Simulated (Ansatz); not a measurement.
F3NbS (`[F][Nb]([F])([F])=[S]`) at its PBE0-D4/def2-TZVP geometry, where that method's forces vanish. Total charge 0; spin multiplicity 1. Nb: def2 effective core potential.

```xyz
5

F    -0.1728   -0.7598   -1.7043
Nb   -0.0628    0.0299   -0.0373
F     0.1729    1.8559   -0.1934
F    -1.5661   -0.3516    0.9672
S     1.6289   -0.7744    0.9678
```

What forces (eV/Å) does r2SCAN-D4/def2-TZVPP give on these atoms in the Gaussian-basis code of Ansatz? (An estimate is asked.)

Computed: 
```
F1  -0.013 -0.078 -0.169
Nb2 -0.235  0.112 -0.139
F3   0.022  0.185 -0.017
F4  -0.153 -0.038  0.100
S5   0.379 -0.180  0.225
```
